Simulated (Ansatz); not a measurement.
**Redistribution: C2H6O3Si + SiH(CH3)(SiH3)2 → C2H8O2Si2 + SiH(CH3)(OH)(SiH3)**

Gas-phase species: C2H6O3Si `C=C[Si](O)(O)O`, singlet; SiH(CH3)(SiH3)2, singlet; C2H8O2Si2 `C=C[Si](O)(O)[SiH3]`, singlet; SiH(CH3)(OH)(SiH3), singlet. The partners trade OH for SiH3; both sit on Si, so the bond types are kept.

Shapes, held fixed at every level: PBE0-D4/def2-TZVP. Flexible molecules stand in one conformer, not always the lowest. Programs: Ansatz 0.2.0. Electronic energies: no zero-point or thermal term.

```
               level                    kind  ΔE (kJ/mol)  less CCSD(T)/CBS estimate
   PBE-D4/def2-TZVPP                     GGA        +46.1                       -3.2
r2SCAN-D4/def2-TZVPP                meta-GGA        +51.1                       +1.8
 B3LYP-D4/def2-TZVPP           global hybrid        +45.6                       -3.7
  PBE0-D4/def2-TZVPP           global hybrid        +50.3                       +1.0
  wB97M-V/def2-TZVPP  range-separated hybrid        +49.1                       -0.2
      MP2/def2-TZVPP     perturbation theory        +50.4                       +1.1
  CCSD(T)/def2-TZVPP   coupled cluster or CI        +51.0                       +1.7
CCSD(T)/CBS estimate   coupled cluster or CI        +49.3                        0.0
```

The highest level, CCSD(T)/CBS estimate, gives ΔE = +49.3 kJ/mol; the levels span +45.6 to +51.1. The column of differences is taken from that level and isn't an error. No measured value is set beside it here. The CBS estimate extrapolates MP2 from def2-TZVPP and def2-QZVPP and adds CCSD(T) − MP2 in the triple-zeta set, cores frozen.
